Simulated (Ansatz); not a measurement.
Gas-phase electronic energies from Ansatz, PBE0-D4/def2-TZVP geometries. CCSD(T)/CBS adds triple-zeta CCSD(T) − MP2 to the extrapolated MP2 energy (def2 sets, frozen cores). DFT in def2-TZVPP. No spin–orbit coupling; open shells (•) take unrestricted orbitals. For Ge outer-core shells are correlated without core-valence functions, which leaves a few kJ/mol of doubt a bond. Scalar relativity is left out up to krypton. One conformer a species, not always the lowest.

Reaction (homolysis of the Ge–S bond): `[Cl][GeH2][S][GeH3]` → `[Cl][GeH2]`• + `[S][GeH3]`•

`[Cl][GeH2][S][GeH3]`:

Z-matrix (Å, degrees):
```
Ge
S 1 2.199
Cl 1 2.161 2 110.1
H 1 1.531 2 107.9 3 117.4
H 1 1.534 2 111.5 3 -116.5
Ge 2 2.234 1 98.5 3 58.8
H 6 1.532 2 109.8 1 -83.9
H 6 1.533 2 105.3 1 156.5
H 6 1.536 2 108.7 1 37.3
```

`[Cl][GeH2]`•:

```xyz
4

Cl    1.784    0.323   -0.486
Ge   -0.119   -0.428    0.193
H    -0.596    0.515    1.321
H    -1.068   -0.410   -1.028
```

`[S][GeH3]`•:

Cartesian coordinates in Å:
```
S -1.742 -0.681 0.868
Ge 0.120 0.036 -0.082
H -0.194 0.839 -1.354
H 0.764 0.947 0.977
H 1.051 -1.141 -0.409
```

| species | BLYP-D4 energy (Eh) |
| --- | --- |
| `[Cl][GeH2][S][GeH3]` | -5015.62321 |
| `[Cl][GeH2]`• | -2538.46857 |
| `[S][GeH3]`• | -2477.03358 |

(1) Work out ΔE.

Largest T1 diagnostic among the species: 0.013.

Answers

(1) ΔE = (-2538.46857) + (-2477.03358) − (-5015.62321) = 0.12106 Eh = +317.8 kJ/mol. CCSD(T)/CBS gives +358.2 kJ/mol.

The D4 term adds +21.2 kJ/mol with B3LYP and +11.6 kJ/mol with PBE0; it sums over pairs of atoms, weighted by their polarisabilities, and B3LYP, whose exchange is more repulsive, gets the larger term. In def2-TZVPP, CCSD(T) changes the Hartree–Fock value by +111.1 kJ/mol (the triples alone add +12.2 kJ/mol) and MP2 by +134.6 kJ/mol; breaking electron pairs costs correlation energy, which Hartree–Fock lacks. From BLYP to BHLYP (50 % exact exchange), in def2-TZVPP and without D4, ΔE moves by +15.8 kJ/mol.

B3LYP here is the variant with VWN-RPA as its local correlation; programs differ in this.
